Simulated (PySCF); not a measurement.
# Spinor energies of Al (aluminium, neutral)

Start: [Ne] 3s2 4s1; 4s1/2 filled at m_j = +1/2. Calculated with PySCF 2.14 in x2c-SVPall-2c with one added diffuse shell each of s, p type (5s5p1d, 25 functions): generalised Hartree-Fock with the X2C-1e Hamiltonian and a Gaussian nucleus; one run each with spin-orbit coupling (SO) switched off, then screened by Boettger's factors. This is a chosen level, not necessarily the ground level.

```csv
spinor shell,electrons,"ε, spin-free (eV)","ε, screened SO (eV)",weight of nominal j (screened SO),"rms radius, screened SO (bohr)"
1s1/2,2,-1598.3,-1598.3,1.000,0.139
2s1/2,2,-137.96,-137.96,1.000,0.676
2p1/2,2,-91.378,-91.698,0.999,0.673
2p3/2,4,-91.378,-91.218,1.000,0.675
3s1/2,2,-13.579,-13.579,1.000,2.63
4s1/2,1,-2.559,-2.559,1.000,7.50
```

```
   quantity   spin-free  screened SO
E (hartree)  -242.10924   -242.10933
        M_J         1/2          1/2
       ⟨J²⟩       0.750        0.750
       ⟨L²⟩       0.000        0.000
       ⟨S²⟩       0.750        0.750
```

Without spin-orbit coupling the j labels of p, d and f shells carry no meaning; the spin-free column gives the mean over the occupied spinors of each nl shell.
